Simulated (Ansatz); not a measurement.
Geometry optimisation, Ansatz 0.2.0, RKS PBE0/def2-SVP.

The input (input.yaml):

```yaml
crystal:
  periodic: [false, false, false]
  atoms:
    - { symbol: C, position_ang: [-1.82196, 0.76464, -1.50777] }
    - { symbol: C, position_ang: [-1.24468, -0.13517, -0.72182] }
    - { symbol: Ga, position_ang: [0.52744, 0.28315, 0.18629] }
    - { symbol: C, position_ang: [1.59967, -0.92238, 1.44596] }
    - { symbol: Cl, position_ang: [1.35193, 2.17607, -0.20764] }
    - { symbol: H, position_ang: [-1.36645, 1.73352, -1.68273] }
    - { symbol: H, position_ang: [-2.76455, 0.58941, -2.01159] }
    - { symbol: H, position_ang: [-1.72514, -1.09864, -0.56415] }
    - { symbol: H, position_ang: [1.50998, -0.55498, 2.47269] }
    - { symbol: H, position_ang: [1.27693, -1.96435, 1.42226] }
    - { symbol: H, position_ang: [2.65683, -0.87125, 1.16849] }
basis:
  gaussian: { orbitals: def2-SVP }
hamiltonian:
  xc: pbe0
relax:
  f_tol: 0.02
  max_steps: 50
output:
  orbitals: {}
```

Run as:

```bash
$ ansatz run input.yaml --threads 2 --pin off --max-ram 3072MiB --backend cpu --events-out ev --progress --plain --runs-dir out
```

**Question.** Where does it end, and by what steps?

**Answer.** The run converged. After 4 steps the energy has fallen by 0.178 eV; Ga3 moved furthest, 0.09 Å.

| step | energy less start (eV) | largest force component (eV/Å) | accepted |
| --- | --- | --- | --- |
| 0 | 0.0000 | 2.089 | yes |
| 1 | -0.1617 | 0.508 | yes |
| 2 | -0.1768 | 0.078 | yes |
| 3 | -0.1745 | 0.216 | no |
| 4 | -0.1778 | 0.018 | yes |

```xyz
11
Properties=species:S:1:pos:R:3
C -1.772 0.769 -1.477
C -1.193 -0.147 -0.689
Ga 0.498 0.200 0.205
C 1.567 -0.903 1.410
Cl 1.292 2.179 -0.237
H -1.313 1.750 -1.647
H -2.727 0.585 -1.987
H -1.695 -1.113 -0.551
H 1.479 -0.513 2.437
H 1.234 -1.951 1.406
H 2.629 -0.858 1.129
```

The run took 21 s on 2 threads of Arm Neoverse V2, on a shared host, peak memory 0.32 GiB.
